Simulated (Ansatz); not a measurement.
Reactions of `C[SiH](Cl)[Al]([F])[Cl]`.

Isolated molecules relaxed with PBE0-D4/def2-TZVP in Ansatz; ΔE leaves out vibrations. CBS: MP2 limit from def2 TZ/QZ plus the TZ coupled-cluster correction, frozen cores. This one scheme is used for every species, atoms too. Functionals use def2-TZVPP. B3LYP here is the variant with VWN-RPA as its local correlation; programs differ in this. Open shells (•) are unrestricted, without spin–orbit coupling. Spin–orbit coupling would lower the free atoms: a little for Al, C, Cl, F, Si. For Se outer-core shells are correlated without core-valence functions, so the limit isn't a true one: a few kJ/mol of doubt a bond, and 10 to 20 or more in all where bonds break to atoms. Scalar relativity is left out up to krypton. One conformer a species, not always the lowest.

| reaction | CCSD/CBS(def2) (kJ/mol) | B3LYP-D4 (kJ/mol) | B2PLYP (kJ/mol) | r2SCAN-D4 (kJ/mol) |
| --- | --- | --- | --- | --- |
| `C[SiH](Cl)[Al]([F])[Cl]` + CH₃NH₂ → `C[NH][Al]([F])[Cl]` + `C[SiH2]Cl` | -94 | -89 | -96 | -91 |
| `C[SiH](Cl)[Al]([F])[Cl]` → Al• + C• + 2 Cl• + F• + 4 H• + Si• | 3520 | 3526 | 3503 | 3582 |
| `C[SiH](Cl)[Al]([F])[Cl]` + H₂Se → `[F][Al]([Cl])[SeH]` + `C[SiH2]Cl` | -120 | -110 | -118 | -116 |
| `C[SiH](Cl)[Al]([F])[Cl]` → `[F][Al]([Cl])[Cl]` + `C[SiH]` | 179 | 184 | 177 | 203 |
| `C[SiH](Cl)[Al]([F])[Cl]` + `N=C=O` → `O=C=[N][Al]([F])[Cl]` + `C[SiH2]Cl` | -141 | -132 | -141 | -133 |
| `C[SiH](Cl)[Al]([F])[Cl]` + H₂ → `C[SiH2][Al]([F])[Cl]` + HCl | 72 | 76 | 71 | 79 |
| `C[SiH](Cl)[Al]([F])[Cl]` + H₂O → `[OH][Al]([F])[Cl]` + `C[SiH2]Cl` | -133 | -129 | -139 | -132 |
| `C[SiH](Cl)[Al]([F])[Cl]` + `C[SeH]` → `C[Se][Al]([F])[Cl]` + `C[SiH2]Cl` | -116 | -108 | -113 | -113 |

Give the CCSD(T)/CBS values in the same order. (Best estimate.)

The calculation gave: -92, 3571, -118, 184, -136, 75, -130, -115 kJ/mol.

Largest T1 diagnostic: 0.018, for Al•.
